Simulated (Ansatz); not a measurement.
C₂H₄FI (`CC(F)I`), relaxed with RKS PBE-D4/def2-SVP in the Gaussian-basis code of Ansatz from a rough embedded geometry. The force threshold is 0.03 eV/Å; the program also tests the step.

Charge 0, multiplicity 1. I takes the def2 core potential.

Start:

```xyz
8

C     0.591   -0.466    0.222
C    -0.393    0.574   -0.186
F    -0.893    1.105    0.948
I    -1.990   -0.157   -1.220
H     0.089   -1.293    0.820
H     1.021   -1.023   -0.692
H     1.422   -0.101    0.807
H     0.153    1.361   -0.698
```

| step | energy (eV) | largest force (eV/Å) | largest move (Å) |
| --- | --- | --- | --- |
| 1 | -12947.0293 | 2.545 | 0.000 |
| 2 | -12947.4166 | 0.810 | 0.140 |
| 3 | -12947.4509 | 0.291 | 0.044 |
| 4 | -12947.4554 | 0.199 | 0.019 |
| 5 | -12947.4555 | 0.130 | 0.018 |
| 6 | -12947.4569 | 0.083 | 0.014 |
| 7 | -12947.4571 | 0.005 | 0.004 |

End:

```xyz
8

C     0.605   -0.530    0.230
C    -0.352    0.584   -0.113
F    -0.849    1.165    1.014
I    -2.049   -0.177   -1.337
H     0.100   -1.313    0.828
H     1.022   -0.990   -0.686
H     1.438   -0.107    0.830
H     0.085    1.367   -0.766
```

Hardware: 2 threads of a server CPU on a shared host. Wall time 12 s, peak host memory 0.12 GiB.
